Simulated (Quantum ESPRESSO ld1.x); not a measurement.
Values are calculated unless marked as measured or tabulated.
Er, 68 electrons, occupied as [Xe] 4f12 6s2. Code: ld1.x of Quantum ESPRESSO 7.5. Model: Dirac Kohn-Sham, PBE, spin-unpolarised, spherical densities, point nucleus; open shells are shared between the two j in proportion to 2j + 1. Some entries of the table are withheld. Estimate them.

orbital,occ.,eigenvalue (eV),<r^2> (bohr^2),<1/r> (bohr^-1)
1s1/2,2,(1),0.0005677,(2)
2s1/2,2,-9622.02,0.008774,18.66
2p1/2,2,-9163.87,0.006329,18.63
2p3/2,4,-8246.93,0.007549,16.15
3s1/2,2,-2155.86,0.05793,6.828
3p1/2,2,-1955.03,(3),6.742
3p3/2,4,-1762.44,(4),6.110
3d3/2,4,-1419.36,0.04763,5.995
3d5/2,6,-1377.28,0.04953,5.841
4s1/2,2,-425.251,0.2916,2.855
4p1/2,2,-345.022,(5),2.746
4p3/2,4,-301.690,(6),2.528
4d3/2,4,-169.759,0.3873,2.306
4d5/2,6,-161.886,0.4024,2.252
5s1/2,2,-51.7665,1.774,1.064
5p1/2,2,-30.1959,2.298,0.9299
5p3/2,4,-24.8514,2.688,0.8511
6s1/2,2,-3.8337,18.45,0.3122
4f5/2,5.14286,-3.7441,(7),1.659
4f7/2,6.85714,-2.6617,(8),1.627

Answer. 
(1) 1s1/2 eigenvalue (eV): -57309.0
(2) 1s1/2 <1/r> (bohr^-1): 77.59
(3) 3p1/2 <r^2> (bohr^2): 0.05362
(4) 3p3/2 <r^2> (bohr^2): 0.06046
(5) 4p1/2 <r^2> (bohr^2): 0.3047
(6) 4p3/2 <r^2> (bohr^2): 0.3426
(7) 4f5/2 <r^2> (bohr^2): 0.9403
(8) 4f7/2 <r^2> (bohr^2): 1.017
